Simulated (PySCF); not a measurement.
## Gas-phase XPS of `C=CC[Si@@H]1[SiH2][SiH2][Si@@H]1C`, computed

Compound: C4H14Si4.
SMILES with atom numbers: `[CH2:1]=[CH:2][CH2:3][Si@@H:4]1[SiH2:5][SiH2:6][Si@@H:7]1[CH3:8]`

Method: PySCF, delta-SCF UKS SCAN, pcX-2 on the ionised atom, pcseg-1 elsewhere, spin-free X2C. Each binding energy is the total energy of the core-ionised species, with the hole localised on one atom, minus that of the ground state; both are solved self-consistently, so orbital relaxation is included.

Problem. Give the core binding energies atom by atom.

Solution. 
```json
{"atom(s)": "C1", "environment": "terminal =CH2 carbon", "level": "C 1s", "binding energy (eV)": "289.71", "2p1/2 (eV)": "–", "above the level's lowest (eV)": "0.00", "count": "1"}
{"atom(s)": "C2", "environment": "alkene CH carbon", "level": "C 1s", "binding energy (eV)": "290.40", "2p1/2 (eV)": "–", "above the level's lowest (eV)": "+0.69", "count": "1"}
{"atom(s)": "C3", "environment": "sp3 carbon bound to silicon", "level": "C 1s", "binding energy (eV)": "290.15", "2p1/2 (eV)": "–", "above the level's lowest (eV)": "+0.44", "count": "1"}
{"atom(s)": "Si4", "environment": "SiH silicon", "level": "Si 2p3/2", "binding energy (eV)": "105.64", "2p1/2 (eV)": "106.26", "above the level's lowest (eV)": "0.00", "count": "1"}
{"atom(s)": "Si4", "environment": "SiH silicon", "level": "Si 1s", "binding energy (eV)": "1845.33", "2p1/2 (eV)": "–", "above the level's lowest (eV)": "0.00", "count": "1"}
{"atom(s)": "Si5", "environment": "SiH2 silicon", "level": "Si 2p3/2", "binding energy (eV)": "105.72", "2p1/2 (eV)": "106.34", "above the level's lowest (eV)": "+0.08", "count": "1"}
{"atom(s)": "Si5", "environment": "SiH2 silicon", "level": "Si 1s", "binding energy (eV)": "1845.40", "2p1/2 (eV)": "–", "above the level's lowest (eV)": "+0.07", "count": "1"}
{"atom(s)": "Si6", "environment": "SiH2 silicon", "level": "Si 2p3/2", "binding energy (eV)": "105.74", "2p1/2 (eV)": "106.36", "above the level's lowest (eV)": "+0.10", "count": "1"}
{"atom(s)": "Si6", "environment": "SiH2 silicon", "level": "Si 1s", "binding energy (eV)": "1845.44", "2p1/2 (eV)": "–", "above the level's lowest (eV)": "+0.11", "count": "1"}
{"atom(s)": "Si7", "environment": "SiH silicon", "level": "Si 2p3/2", "binding energy (eV)": "105.70", "2p1/2 (eV)": "106.32", "above the level's lowest (eV)": "+0.06", "count": "1"}
{"atom(s)": "Si7", "environment": "SiH silicon", "level": "Si 1s", "binding energy (eV)": "1845.40", "2p1/2 (eV)": "–", "above the level's lowest (eV)": "+0.07", "count": "1"}
{"atom(s)": "C8", "environment": "Si-methyl carbon", "level": "C 1s", "binding energy (eV)": "290.09", "2p1/2 (eV)": "–", "above the level's lowest (eV)": "+0.38", "count": "1"}
```

Lowest listed C 1s: C1, bonded to C (double bond) and 2 H. Highest, 0.69 eV above it: C2, bonded to C (double bond), C and H. Summing the Pauling electronegativity differences to the bonded atoms, each weighted by its formal bond order, gives -0.70 for the lowest site and -0.35 for the highest; no listed site has a larger sum than the highest. The smallest sum, -1.70, belongs to C8, 0.38 eV above the lowest.

The 4 Si 1s values lie within 0.11 eV of each other; Gaussian lines of 0.5 eV full width would blend them into one maximum.

The 4 Si 2p3/2 values lie within 0.10 eV of each other.

Problem. Express the binding energy of C 1s of C2 in atomic units and per mole.

Solution. 290.40 eV = 10.6720 Eh = 28019 kJ/mol.

Spin contamination (⟨S²⟩ against 0.75 for a pure doublet) is marked for C 1s of C2 (0.85), which makes this value less certain. 2p3/2 and 2p1/2 are the ΔSCF energy of one spin-free 2p hole plus the eigenvalues of a spin–orbit and ligand-field matrix of the shell. 2p1/2 minus 2p3/2 (ligand field included): Si 0.62 eV. One conformer (not necessarily the lowest) at the PBE0-D3(BJ)/def2-SVP geometry, without solvent, vibrations or thermal averaging.

Shape of the structure used: `[CH2:1]=[CH:2][CH2:3][Si@@H:4]1[SiH2:5][SiH2:6][Si@@H:7]1[CH3:8]`: C1–C2–C3–Si4 105°, C2–C3–Si4–Si5 -70°.
